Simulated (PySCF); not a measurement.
LiBi: from constants to spectrum

UHF-CCSD(T) constants of LiBi, ³Σ⁻ (triplet), unpaired electrons π ↑↑ (Li aug-cc-pVDZ, Bi aug-cc-pVDZ-PP with ECP60; scalar-relativistic core potentials (PySCF 2.14); masses 7.0160 and 208.9804 u):

* ωe: 357.4 cm⁻¹
* ωexe: 1.98 cm⁻¹
* Be: 0.33398 cm⁻¹
* αe: 0.00273 cm⁻¹
* D (centrifugal): 1.17e-06 cm⁻¹
* De to Li + Bi: 1.20 eV

(1) Give the vibrational terms G(v) and spacings up to v = 6.

(2) How well does the Morse estimate ωe²/(4ωexe) reproduce De, and what is D0?

Correlated steps freeze 4 core orbitals. Correlated levels converge slowly with the basis: in double zeta they bind strong bonds too weakly, by up to about 1 eV, and carry superposition errors of some tenths. Spin–orbit coupling is left out, which matters for elements this heavy, above all for dissociation energies. The state is the lowest determinant that a PBE0 search found; another state may lie lower at other levels.

## Answers

(1) G(v) = ωe(v+½) − ωexe(v+½)².

| v | G(v) (cm⁻¹) | G(v) − G(v−1) | Bv (cm⁻¹) |
| --- | --- | --- | --- |
| 0 | 178.2 |  | 0.3326 |
| 1 | 531.6 | 353.4 | 0.3299 |
| 2 | 881.1 | 349.5 | 0.3272 |
| 3 | 1226.6 | 345.5 | 0.3244 |
| 4 | 1568.2 | 341.6 | 0.3217 |
| 5 | 1905.8 | 337.6 | 0.3190 |
| 6 | 2239.4 | 333.6 | 0.3162 |

(2) It gives 2.00 eV, 167 % of the computed De. D0 = De − G(0) = 1.20 − 0.02 = 1.18 eV.
